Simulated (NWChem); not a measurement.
System: CCl2F, doublet; SMILES F[C](Cl)Cl

Program: NWChem. Pople sets run with spherical d functions. Spin-unrestricted. In the optimisation the excess spin sits in a' (Cs, its own frame). No stability test was run on the SCF state. Each level has its own optimisation; frequencies are unscaled.

| level | r C–F (Å) | r C–Cl (Å) | highest harmonic frequency (cm⁻¹) | lowest (cm⁻¹) | zero-point energy (kcal/mol) | dipole (D) |
|---|---|---|---|---|---|---|
| BLYP/def2-SVP | 1.337 | … | … | … | 5.2 | 0.38 |
| B3LYP/3-21G | 1.343 | 1.856 | 1202 | 237 | 4.9 | 0.34 |
| B3LYP/6-31G* | 1.327 | 1.743 | 1205 | 281 | 5.4 | 0.15 |

Task: What belongs in the gaps?

Result: 
- BLYP/def2-SVP, r C–Cl (Å): 1.759
- BLYP/def2-SVP, highest harmonic frequency (cm⁻¹): 1139
- BLYP/def2-SVP, lowest (cm⁻¹): 267
